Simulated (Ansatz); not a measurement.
Geometry optimisation, UKS B3LYP-D4/def2-SVP (Ansatz).

Input file:

```yaml
crystal:
  periodic: [false, false, false]
  atoms:
    - { symbol: Ga, position_ang: [0.0, 0.0, 0.0] }
    - { symbol: Cl, position_ang: [0.0, 0.0, 2.49] }
    - { symbol: O, position_ang: [1.5501, 0.0, -0.895] }
    - { symbol: H, position_ang: [1.85, -0.9519, -1.0499] }
    - { symbol: O, position_ang: [-1.5501, 0.0, -0.895] }
    - { symbol: H, position_ang: [-2.0598, -0.8467, -0.6865] }
    - { symbol: O, position_ang: [0.0, 0.0, 4.38] }
    - { symbol: H, position_ang: [-0.5144, -0.8011, 4.7171] }
magnetization:
  spin_polarized: true
  initial_magnetization: 1
basis:
  gaussian: { orbitals: def2-SVP }
hamiltonian:
  xc: b3lyp
  dispersion: d4
relax:
  f_tol: 0.15
  max_steps: 25
  restrain:
    - { distance: [1, 6], at: 2.79, k: 30.0 }
    - { distance: [0, 1], at: 2.24, k: 30.0 }
```

Run as:

```bash
$ ansatz run input.yaml --threads 4 --pin off --max-ram 5120MiB --backend cpu --events-out ev --progress --plain --runs-dir out
```

Task: Where does it end, and by what steps?

Result: The forces met the threshold. The restraints hold the end off the free minimum; the threshold counts their pulls, which the force column leaves out. Restrained pairs: Cl2–O7 (1.89 → 2.79 Å), Ga1–Cl2 (2.49 → 2.21 Å). After 17 steps the energy has fallen by 1.650 eV (the restraints' own energy left out); Cl2 moved furthest, 0.81 Å.

```tsv
step	energy less start (eV)	largest force component (eV/Å)	accepted
0	0.0000	3.032	yes
1	-0.9851	2.263	yes
2	-1.2990	0.399	yes
3	-1.3317	1.537	yes
4	-1.4559	0.841	yes
5	-1.5043	0.884	yes
6	-1.5583	0.914	yes
7	-1.5923	0.974	yes
8	-1.5506	1.952	no
9	-1.6145	0.947	yes
10	-1.6295	0.919	yes
11	-1.6350	0.956	yes
12	-1.6462	0.859	yes
13	-1.6435	0.922	no
14	-1.6483	0.853	yes
15	-1.6483	0.850	yes
16	-1.6483	0.873	no
17	-1.6502	0.849	yes
```

```xyz
8
Properties=species:S:1:pos:R:3
Ga 0.034 -0.130 0.089
Cl -0.291 0.667 2.127
O 1.702 -0.340 -0.473
H 1.756 -0.683 -1.375
O -1.350 -0.596 -0.924
H -2.211 -0.423 -0.521
O 0.043 -0.163 4.771
H -0.406 -0.932 4.367
```

The run took 69 s on 4 threads of Intel(R) Xeon(R) 6975P-C (Granite Rapids), on a shared host, peak memory 0.44 GiB.
